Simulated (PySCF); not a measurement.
**Sc: excitation energy**

Sc [Ar] 3d1 4s2 (2D) → Sc [Ar] 3d3 (4F), as a difference of total energies. Calculation: PySCF 2.14, in x2c-QZVPPall (11s7p5d3f2g, 96 functions); scalar relativity by spin-free X2C-1e. Correlated levels: valence and next inner shell: [Ne] frozen. The calculations carry no spin-orbit coupling.

| method | excitation energy (eV) |
| --- | --- |
| UHF | 4.685 |
| MP2 (valence and next inner shell) | 4.285 |
| SCS-MP2 (valence and next inner shell) | 4.949 |
| CCSD (valence and next inner shell) | 4.521 |
| CCSD(T) (valence and next inner shell) | 4.484 |

How much does correlation contribute at CCSD(T) (valence and next inner shell)?

4.484 − (4.685) = -0.201 eV, measured against UHF.
